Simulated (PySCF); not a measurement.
# How methods differ on the excitation energy of Xe²⁺

Xe²⁺ [Kr] 4d10 5s2 5p4 (3P) → Xe²⁺ [Kr] 4d10 5s1 5p5 (3P), as a difference of total energies. Computed with PySCF 2.14 in ANO-RCC-VTZP (7s6p4d2f1g, 68 functions), with the spin-free X2C one-electron Hamiltonian (Gaussian nucleus). Correlated levels: valence: [Kr] 4d10 frozen. The calculations carry no spin-orbit coupling.

```json
{"method": "UHF", "excitation energy (eV)": "13.991"}
{"method": "MP2 (valence)", "excitation energy (eV)": "12.955"}
{"method": "SCS-MP2 (valence)", "excitation energy (eV)": "12.813"}
{"method": "CCSD (valence)", "excitation energy (eV)": "12.139"}
{"method": "CCSD(T) (valence)", "excitation energy (eV)": "11.863"}
```

Problem. How much does correlation contribute at CCSD(T) (valence)?

Solution. 11.863 − (13.991) = -2.128 eV, measured against UHF.

A first-order spin-orbit estimate (lowest level to lowest level, LS coupling) adds -0.021 eV.

The coupled-cluster amplitudes are large for the upper state (T1 above 0.03 or a double amplitude above 0.15), so a single reference is strained.
